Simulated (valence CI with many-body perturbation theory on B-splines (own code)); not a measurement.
The numbers below are computed, except where a source is named.
## From CI to CI+MBPT in Zn¹⁵⁺

Level of theory: valence CI with perturbative core correlation (CI+MBPT): five valence electrons over a frozen Dirac-Fock core [Ne], a basis of 9 s, 9 p, 8 d, 6 f, 3 g, 1 h functions for each j, with the one-electron correlation potential Σ1 (screened to all orders), the two-electron term Σ2, the three-electron term Σ3, Breit, model QED; selected single and double excitations, second order for the rest (own B-spline code, finite nucleus).

No measured spectrum was set against this ion. As an estimate, levels of excited configurations hold to 0.05 to 0.15 % of their energy, terms of the ground configuration to about 0.5 %. Among the levels kept, up to 460 cm⁻¹ of a level comes from second order outside the variational space, and about a tenth of that is noise between levels of different J, which matters for small intervals.

Each rung adds one term. CI alone is the Dirac-Coulomb CI over the frozen core; QED comes last and gives the full result, which names the levels. Energies are above 3s2.3p3 4S°_3/2 on the same rung, in eV.

Names give the largest LS component (configuration and term), which can be under half, so a name can repeat, a term be missing and a line seem to break the LS rules; names also repeat where a configuration has a term twice. Letters in brackets count levels of one name in rising energy.

```tsv
Level	CI alone	+ Σ1	+ Σ2	+ Σ3	+ Breit	Full
3s2.3p3 2D°_3/2	6.329	6.333	6.288	6.262	6.268	6.268
3s2.3p3 2D°_5/2	7.884	7.896	7.857	7.832	7.774	7.778
3s2.3p3 2P°_1/2	12.276	12.289	12.222	12.176	12.141	12.144
3s2.3p3 2P°_3/2	14.693	14.721	14.672	14.633	14.510	14.521
3s.3p4 4P_5/2	44.801	44.708	44.738	44.782	44.798	44.683
3s.3p4 4P_3/2	47.415	47.333	47.374	47.418	47.390	47.282
3s.3p4 4P_1/2	48.376	48.296	48.334	48.376	48.337	48.230
3s.3p4 2D_3/2	55.680	55.597	55.528	55.555	55.530	55.432
3s.3p4 2D_5/2	56.500	56.424	56.365	56.394	56.319	56.223
3s2.3p2.3d 2P_3/2 [a]	63.489	63.409	63.225	63.232	63.141	63.081
3s.3p4 2S_1/2 [a]	64.204	64.126	63.917	63.910	63.867	63.784
3s2.3p2.3d 4F_3/2	67.779	67.682	67.540	67.478	67.404	67.393
3s.3p4 2S_1/2 [b]	68.269	68.207	68.041	68.027	67.887	67.818
3s2.3p2.3d 4F_5/2	68.874	68.786	68.648	68.586	68.463	68.457
3s2.3p2.3d 4F_7/2	70.531	70.453	70.324	70.264	70.074	70.073
3s2.3p2.3d 2F_5/2 [a]	70.873	70.785	70.635	70.570	70.429	70.424
3s2.3p2.3d 2F_7/2 [a]	72.090	72.011	71.864	71.799	71.613	71.610
3s2.3p2.3d 4D_1/2	72.167	72.086	71.930	71.866	71.727	71.718
3s2.3p2.3d 4F_9/2	72.341	72.273	72.146	72.084	71.823	71.825
3s2.3p2.3d 4D_3/2	72.354	72.272	72.117	72.049	71.898	71.892
3s2.3p2.3d 4D_5/2	73.587	73.514	73.366	73.298	73.088	73.088
3s2.3p2.3d 4D_7/2	76.188	76.129	75.995	75.928	75.639	75.646
3s2.3p2.3d 2G_7/2	79.969	79.897	79.733	79.618	79.412	79.412
3s2.3p2.3d 2P_3/2 [b]	80.867	80.787	80.139	80.030	79.945	79.885
3s2.3p2.3d 2G_9/2	81.041	80.983	80.829	80.714	80.444	80.448
3s2.3p2.3d 4P_5/2	82.400	82.320	81.715	81.569	81.403	81.389
3s2.3p2.3d 4P_3/2	83.277	83.196	82.630	82.483	82.330	82.316
3s2.3p2.3d 4P_1/2 [a]	83.578	83.500	82.904	82.771	82.627	82.602
3s2.3p2.3d 4P_1/2 [b]	84.685	84.614	83.983	83.865	83.693	83.657
3s2.3p2.3d 2D_3/2 [a]	84.735	84.661	84.370	84.211	84.048	84.041
3s2.3p2.3d 2D_5/2 [a]	87.426	87.361	86.905	86.745	86.530	86.518
```

**Question.** How does the ionisation energy move along the ladder, and which term matters most?

**Answer.** CI alone 534.41, + Σ1 535.07, + Σ2 534.96, + Σ3 534.71, + Breit 534.60, + QED 534.60 eV. The largest step is Σ1, 0.66 eV. NIST lists 540 ± 1 eV (semi-empirical), further off than its uncertainty and the later steps.
